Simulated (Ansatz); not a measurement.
Relaxation of InPH6⁺, that is In(PH3)H3 with one electron fewer with UKS B3LYP-D4/def2-TZVP.

```sh
$ ansatz run in.yaml --threads 4 --pin off --events-out ev --progress --plain --max-ram 3916MiB
```

```yaml
crystal:
  periodic: [false, false, false]
  atoms:
    - {symbol: In, position_ang: [-0.004426, 0.010549, -1.625887]}
    - {symbol: P, position_ang: [-0.000701, -0.002311, 1.214465]}
    - {symbol: H, position_ang: [0.691313, 1.000839, 1.922986]}
    - {symbol: H, position_ang: [0.539398, -1.112679, 1.894431]}
    - {symbol: H, position_ang: [-1.215491, 0.075011, 1.925489]}
    - {symbol: H, position_ang: [1.725228, -0.013906, -1.770866]}
    - {symbol: H, position_ang: [-0.848142, 1.518860, -1.783462]}
    - {symbol: H, position_ang: [-0.887189, -1.476362, -1.777155]}
basis:
  gaussian: {orbitals: def2-TZVP}
total_charge: 1
magnetization: {spin_polarized: true, initial_magnetization: 1}
hamiltonian: {xc: {name: B3LYP}, dispersion: d4}
scf: {lower_state_search: "off"}
output: {orbitals: {seedname: orbitals}}
relax: {f_tol: 0.02, max_steps: 100}
```

Hardware: 4 threads of Arm Neoverse V1 on a shared host. Wall time 10 s.

Positions (Å) and forces (eV/Å) at steps 1, 2, 3, 4, 6 of 6:

```xyz
8
step=1 energy=-14552.7485 eV
In   -0.004    0.011   -1.626    0.956   -1.750    0.830
P    -0.001   -0.002    1.214    0.063   -0.092    0.508
H     0.691    1.001    1.923    0.055    0.070   -0.219
H     0.539   -1.113    1.894    0.028   -0.061   -0.213
H    -1.215    0.075    1.925   -0.095   -0.002   -0.221
H     1.725   -0.014   -1.771    0.176    0.752   -0.113
H    -0.848    1.519   -1.783   -0.460    0.835   -0.457
H    -0.887   -1.476   -1.777   -0.724    0.249   -0.114
8
step=2 energy=-14553.2830 eV
In    0.070   -0.126   -1.509    0.708   -1.261    0.252
P     0.006   -0.014    1.245   -0.035    0.064    0.271
H     0.707    1.016    1.904    0.002   -0.034   -0.108
H     0.553   -1.140    1.886    0.008   -0.015   -0.056
H    -1.236    0.072    1.904    0.030   -0.024   -0.114
H     1.790    0.151   -1.781   -0.565    0.338   -0.004
H    -0.830    1.489   -1.861   -0.151    0.284   -0.239
H    -1.061   -1.447   -1.788    0.003    0.648   -0.001
8
step=3 energy=-14553.5270 eV
In    0.156   -0.281   -1.423    0.257   -0.434   -0.250
P     0.008   -0.016    1.274   -0.008    0.008    0.105
H     0.718    1.025    1.899   -0.017   -0.056   -0.037
H     0.560   -1.154    1.887   -0.010    0.023    0.091
H    -1.250    0.068    1.899    0.060   -0.022   -0.049
H     1.759    0.272   -1.806   -0.467   -0.021    0.120
H    -0.803    1.446   -1.919   -0.065    0.123   -0.102
H    -1.148   -1.360   -1.811    0.250    0.378    0.122
8
step=4 energy=-14553.5937 eV
In    0.181   -0.324   -1.421    0.050   -0.101   -0.070
P     0.032   -0.060    1.300    0.013   -0.034   -0.004
H     0.733    1.005    1.895   -0.038   -0.032    0.010
H     0.570   -1.170    1.975   -0.022    0.042    0.035
H    -1.242    0.043    1.887    0.056    0.007    0.003
H     1.706    0.329   -1.775   -0.056    0.006    0.028
H    -0.810    1.464   -2.082   -0.031    0.056   -0.034
H    -1.170   -1.287   -1.778    0.028    0.055    0.032
8
step=6 energy=-14553.5997 eV
In    0.188   -0.337   -1.436   -0.002   -0.001   -0.005
P     0.046   -0.083    1.308    0.005   -0.011    0.006
H     0.730    0.992    1.900   -0.002    0.000    0.000
H     0.571   -1.172    2.026   -0.005    0.011   -0.005
H    -1.230    0.036    1.885    0.002    0.000   -0.001
H     1.697    0.348   -1.768    0.000   -0.001    0.001
H    -0.821    1.485   -2.149    0.000    0.001    0.002
H    -1.182   -1.269   -1.766    0.003    0.001    0.003
```

In the def2 sets In takes a core potential; there is no spin–orbit coupling. The relaxation made no stability test and no search for a lower SCF solution.
